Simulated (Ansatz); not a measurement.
Cost and result for the atomization energy of `N#CB(F)Cl` (5 atoms, 4 bonds).

Total charge 0; spin multiplicity 1. Geometry: relaxed with PBE0-D4/def2-TZVP. Program: Ansatz. Hardware: A = 2 threads of an AMD EPYC 7R13 on a shared host; B = 2 threads of an AMD EPYC 7R13 on a shared host and a share of an NVIDIA H100 80 GB. Times are those of one run each, without the atoms' runs, and a repeat can differ threefold. Electronic energies, without spin–orbit coupling; frozen cores. CCSD(T)/CBS extrapolates def2-TZVPP and def2-QZVPP, and its time is that of the two runs behind it. T1 = 0.014. HSE06 is the plane-wave form, built on full-range PBE exchange.

CCSD(T)/CBS is a level of theory with its own doubt, some kJ/mol a heavy atom from the limit and from the frozen cores, so smaller differences don't rank the functionals.

| level | functions | wall time |
| --- | --- | --- |
| revPBE-D4/def2-TZVPP [A] | 166 | 1.6 s |
| BLYP-D4/def2-TZVPP [A] | 166 | 1.6 s |
| PBE-D4/def2-TZVPP (with forces) [A] | 166 | 1.9 s |
| CCSD(T)/def2-SVP [A] | 74 | 2.1 s |
| HSE06-D4/def2-TZVPP [A] | 166 | 2.2 s |
| CCSD(T)/def2-TZVPP [B] | 166 | 2.4 s |
| r2SCAN-D4/def2-TZVPP (with forces) [A] | 166 | 3.2 s |
| B2PLYP/def2-TZVPP [A] | 166 | 3.6 s |
| CCSD(T)/def2-QZVPP [B] | 298 | 4.3 s |
| ωB97X-V/def2-TZVPP [A] | 166 | 4.6 s |
| B97M-V/def2-TZVPP [A] | 166 | 4.9 s |
| ωB97M-V/def2-TZVPP (with forces) [A] | 166 | 6.5 s |
| CCSD(T)/CBS(def2) | – | 6.7 s |

Problem. What atomization energy does each give, and how far from CCSD(T)/CBS? (Estimate.)

Solution. Computed: 
```json
{"level": "revPBE-D4/def2-TZVPP [A]", "atomization (kcal/mol)": "574.8", "difference from CCSD(T)/CBS": "11.7", "per bond": "2.9"}
{"level": "BLYP-D4/def2-TZVPP [A]", "atomization (kcal/mol)": "576.1", "difference from CCSD(T)/CBS": "13.0", "per bond": "3.2"}
{"level": "PBE-D4/def2-TZVPP (with forces) [A]", "atomization (kcal/mol)": "596.0", "difference from CCSD(T)/CBS": "32.9", "per bond": "8.2"}
{"level": "CCSD(T)/def2-SVP [A]", "atomization (kcal/mol)": "539.2", "difference from CCSD(T)/CBS": "-23.9", "per bond": "-6.0"}
{"level": "HSE06-D4/def2-TZVPP [A]", "atomization (kcal/mol)": "572.4", "difference from CCSD(T)/CBS": "9.3", "per bond": "2.3"}
{"level": "CCSD(T)/def2-TZVPP [B]", "atomization (kcal/mol)": "546.6", "difference from CCSD(T)/CBS": "-16.5", "per bond": "-4.1"}
{"level": "r2SCAN-D4/def2-TZVPP (with forces) [A]", "atomization (kcal/mol)": "569.9", "difference from CCSD(T)/CBS": "6.8", "per bond": "1.7"}
{"level": "B2PLYP/def2-TZVPP [A]", "atomization (kcal/mol)": "565.1", "difference from CCSD(T)/CBS": "2.0", "per bond": "0.5"}
{"level": "CCSD(T)/def2-QZVPP [B]", "atomization (kcal/mol)": "556.4", "difference from CCSD(T)/CBS": "-6.7", "per bond": "-1.7"}
{"level": "ωB97X-V/def2-TZVPP [A]", "atomization (kcal/mol)": "566.6", "difference from CCSD(T)/CBS": "3.5", "per bond": "0.9"}
{"level": "B97M-V/def2-TZVPP [A]", "atomization (kcal/mol)": "571.2", "difference from CCSD(T)/CBS": "8.1", "per bond": "2.0"}
{"level": "ωB97M-V/def2-TZVPP (with forces) [A]", "atomization (kcal/mol)": "570.7", "difference from CCSD(T)/CBS": "7.6", "per bond": "1.9"}
{"level": "CCSD(T)/CBS(def2)", "atomization (kcal/mol)": "563.1", "difference from CCSD(T)/CBS": "0.0", "per bond": "0.0"}
```

In def2-TZVPP, CCSD(T) changes the Hartree–Fock value by +152.5 kcal/mol (the triples alone add +15.2 kcal/mol) and MP2 by +185.4 kcal/mol; breaking electron pairs costs correlation energy, which Hartree–Fock lacks. From r2SCAN to r2SCAN0 (25 % exact exchange), in def2-TZVPP and without D4, the atomization energy moves by −19.9 kcal/mol: exact exchange takes away binding that semilocal exchange gives to molecules. Leaving LDA and LC-ωPBE aside and taking each functional with its dispersion term where it has one, the values, not all of them listed here, spread over 60.4 kcal/mol, from BHLYP-D4 to PBE-D4. LDA lies +73.5 kcal/mol from PBE without D4, its usual overbinding.
